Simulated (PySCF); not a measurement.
**Ti⁺ (titanium, charge +1) across methods**

[Ar] 3d2 4s1, high-spin 4F determinant. Calculation: PySCF 2.14, in aug-cc-pVTZ (8s7p5d3f2g, 93 functions); the non-relativistic Hamiltonian (point nucleus).

| method | E (hartree) | mean ε 3p β (eV) | mean ε 3d α (eV) | mean ε 4s α (eV) | Σ⟨r²⟩ (bohr²) | ⟨S²⟩ |
| --- | --- | --- | --- | --- | --- | --- |
| LDA | -847.043 | -44.906 | -12.616 | -11.017 | 28.70 | 3.750 |
| UHF | -848.20992 | -53.742 | -19.419 | -12.941 | 29.25 | 3.753 |
| wB97M-V | -849.064 | -49.959 | -16.808 | -13.158 | 29.10 | 3.750 |
| r2SCANh | -849.079 | -46.528 | -13.762 | -11.206 | 28.71 | 3.751 |
| r2SCAN | -849.082 | -45.623 | -13.092 | -10.962 | 28.73 | 3.751 |
| PBE | -848.877 | -44.812 | -12.644 | -10.801 | 28.85 | 3.750 |
| B97-3 | -849.008 | -47.508 | -14.419 | -11.293 | 28.75 | 3.751 |
| PBE0 | -848.920 | -47.351 | -14.442 | -11.428 | 28.79 | 3.751 |

(1) Estimate the same row for CAM-B3LYP.

## Answers

(1) E (hartree) = -849.150; mean ε 3p β (eV) = -48.737; mean ε 3d α (eV) = -15.857; mean ε 4s α (eV) = -12.497; Σ⟨r²⟩ (bohr²) = 28.70; ⟨S²⟩ = 3.751.
